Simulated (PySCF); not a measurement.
# Structure from NMR data

An unknown has the formula C5H6O4Si. Its calculated NMR data are:

$^{1}$H NMR (400 MHz, computed): δ 6.81 (m, 1H), 6.58 (m, 1H), 6.20 (m, 1H), 0.68 (s, 3H).

$^{13}$C{$^{1}$H} NMR (computed): δ 157.6 (C), 149.7 (CH2), 135.4 (CH), 0.9 (CH3).

[PySCF 2.14.0 with density-fitted response routines: shielding tensors at PBE0/pcSseg-1 (GIAO); coordinates at the GFN2-xTB level; non-relativistic; no solvent; averaged over atoms made equivalent by symmetry, fast rotation or ring inversion; a single conformation]

δ = σ(ref) − σ, references computed at the same level: TMS for $^{1}$H and $^{13}$C.

Task: Propose a structure and justify it.

Result: 
The formula gives 4 degrees of unsaturation (1 ring in the answer). 4 carbon signals for 5 carbons: some carbons are equivalent by symmetry or fast rotation. Carbon types of the structure: 2 × C, 1 × CH, 1 × CH2, 1 × CH3, which accounts for all hydrogens. δC 157.6: carbonyl carbon. δC 149.7: terminal =CH2 carbon; as expected for a trigonal carbon in a double bond. δC 135.4: alkene CH; an sp2 carbon of a C=C bond. δC 0.9: methyl carbon bonded to Si; an electropositive neighbour leaves it electron-rich and shielded. δH 6.81, 6.58: hydrogen on a terminal =CH2 carbon; attached to an sp2 carbon and in the plane of the double bond. δH 6.20: hydrogen on an alkene CH; a vinylic proton, deshielded by the sp2 carbon and the C=C anisotropy. δH 0.68: hydrogen on a methyl carbon bonded to Si; an electropositive neighbour shields it, as in TMS itself.

These data were computed for `C1(=O)O[Si](C=C)(C)OC1=O`.

The data come from this structure; uniqueness wasn't tested.

Shifts are as computed. Against solution values, carbons near 30 ppm lie about +3 ppm off and those near 130 ppm about +5 ppm. Of 1211 compounds with measured shifts, 218 miss one by over three times the rms of a fit or turn the order of signals round; such compounds aren't used in these exercises. No couplings were computed; multiplicities are counted from neighbouring protons, with m where these are inequivalent, close in shift, in a saturated or five-membered ring or joined by F or P, and br s for small geminal =CH2 splittings.
